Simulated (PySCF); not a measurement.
PySCF input file for C2H5F3Si, SMILES C[SiH2]C(F)(F)F, PBE/pcSseg-1. Coordinates come from a B3LYP-D3(BJ)/def2-SVP optimisation.

```python
import numpy as np
from pyscf import gto, scf, dft
from pyscf.prop.nmr import rks as nmr

mol = gto.M(
    atom='''
    Si    0.76086129   -1.00051505    0.00000000
    C    -0.62798250   -2.25876677   -0.00000000
    C    -0.04251764    0.75921813   -0.00000000
    F     0.86986556    1.75234024    0.00000000
    F    -0.82888469    0.94105031   -1.08661955
    F    -0.82888470    0.94105031    1.08661955
    H     1.60808444   -1.07982557    1.22020562
    H     1.60808444   -1.07982557   -1.22020562
    H    -1.26026523   -2.12944391   -0.89223675
    H    -1.26026523   -2.12944390    0.89223676
    H    -0.23356121   -3.28692622   -0.00000000
    ''',
    basis='pcSseg-1',
    charge=0,
    spin=0,
    max_memory=1600,
    verbose=3,
)
mf = dft.RKS(mol, xc='pbe')
mf.grids.level = 3
mf.conv_tol = 1e-10
mf.max_cycle = 100
mf.kernel()
n = nmr.NMR(mf)
n.verbose = 2
n.max_cycle_cphf = 60
sigma = n.kernel()
print('atom   isotropic/ppm   span/ppm')
for i, s in enumerate(sigma):
    w = np.linalg.eigvalsh((s + s.T) / 2)
    print(f'{mol.atom_symbol(i):2s}{i + 1:3d} {w.mean():14.3f} {w[2] - w[0]:11.3f}')
```

Program output:

```
converged SCF energy = -667.683939873743
atom   isotropic/ppm   span/ppm
Si  1        378.901      66.848
C   2        190.171       9.492
C   3         36.554       4.741
F   4        222.031     180.859
F   5        222.375     184.775
F   6        222.375     184.775
H   7         27.010       7.887
H   8         27.010       7.887
H   9         30.692      11.062
H  10         30.692      11.062
H  11         30.946      12.095
```

The calculation finished and met its thresholds.
